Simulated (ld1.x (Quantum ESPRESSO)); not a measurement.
## An odd input for ld1.x (Quantum ESPRESSO) 7.5 (S (Z = 16))

Command:

```bash
ld1.x < S.in > S.out
```

Input:

```
&input
   title='S', zed=16., rel=1, dft='PZ', iswitch=3,
   config='[Ne] 3s1.75 3p4.25',
   nld=2, rlderiv=1.35, eminld=-3.0, emaxld=5.0, deld=0.02
 /
 &inputp
   pseudotype=3, tm=.true., lloc=-1,
   nlcc=.true.,
   file_pseudopw='S.UPF', file_wfcaegen='ae.wfc', file_wfcncgen='nc.wfc', file_beta='beta', file_chi='chi', file_wfcusgen='us.wfc'
 /
4
3S  1  0   1.75   0.00  0.95  1.25  0.0
3S  1  0   0.00   1.30  0.95  1.25  0.0
3P  2  1   4.25   0.00  1.10  1.20  0.0
3P  2  1   0.00  -0.20  1.10  1.20  0.0
 &test
   configts(1)='3s1.75 3p4.25'
 /
```

Output:

```
Program LD1 v.7.5

 %%%%%%%%%%%%%%%%%%%%%%%%%%%%%%%%%%%%%%%%%%%%%%%%%%%%%%%%%%%%%%%%%%%%%%%%%%%%%%
     Error in routine ld1_readin (1):
     rcloc must be positive
 %%%%%%%%%%%%%%%%%%%%%%%%%%%%%%%%%%%%%%%%%%%%%%%%%%%%%%%%%%%%%%%%%%%%%%%%%%%%%%

     stopping ...
```

Q: This input was made by a single change from one that runs to its end. What was changed?

A: The change: rcloc left out although the local part is a smoothed all-electron potential. The program refuses the input: "ld1_readin: rcloc must be positive".
